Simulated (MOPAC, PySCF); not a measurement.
C8H10SSi, SMILES `c1ccc(S)c(C(=C)[SiH3])c1` (Si–C–C–C torsion -98°, C–C–S–H torsion 22°), neutral singlet in the gas phase. 

Cartesian coordinates (Å):
```xyz
20

C      0.7617     0.9339    -2.1842
C      0.9256     0.5260    -0.9146
Si     2.6172     0.6081    -0.0722
C     -0.1851    -0.1080    -0.1472
C     -0.5236    -1.4491    -0.3924
C     -1.5135    -2.0971     0.3470
C     -2.1905    -1.4004     1.3513
C     -1.8879    -0.0616     1.5967
C     -0.8901     0.5922     0.8577
S     -0.5647     2.2990     1.2511
H      1.5827     1.3719    -2.7610
H     -0.2057     0.8439    -2.6921
H      3.5335     1.4414    -0.9044
H      2.5117     1.1805     1.2967
H      3.1720    -0.7739     0.0361
H      0.0200    -1.9875    -1.1722
H     -1.7537    -3.1422     0.1401
H     -2.9679    -1.8948     1.9385
H     -2.4388     0.4939     2.3593
H     -0.0029     2.6239     0.0657
```
Charge 0, multiplicity 1.

All levels are single points at this geometry (B3LYP-D3(BJ)/def2-SVP); Pople sets use spherical d functions. Orbital energies aren't observables, and empty levels follow the basis.

PBE/6-31G* in PySCF gives gap (eV) = 3.73.

Task: Estimate the gap (eV) from each of these levels: PBE-D3(BJ)/def2-TZVP in PySCF; ωB97X-D3(BJ)/def2-TZVP in PySCF; B3LYP/3-21G in PySCF; B3LYP/6-311+G** in PySCF; M06-2X/6-31G* in PySCF; HF/STO-3G in PySCF; AM1 in MOPAC; PM3 in MOPAC.

Result: 
```
level                            gap (eV)
-------------------------------  --------
PBE-D3(BJ)/def2-TZVP in PySCF        3.58
ωB97X-D3(BJ)/def2-TZVP in PySCF      9.77
B3LYP/3-21G in PySCF                 5.46
B3LYP/6-311+G** in PySCF             5.10
M06-2X/6-31G* in PySCF               7.62
HF/STO-3G in PySCF                  13.20
AM1 in MOPAC                         8.61
PM3 in MOPAC                         8.55
```
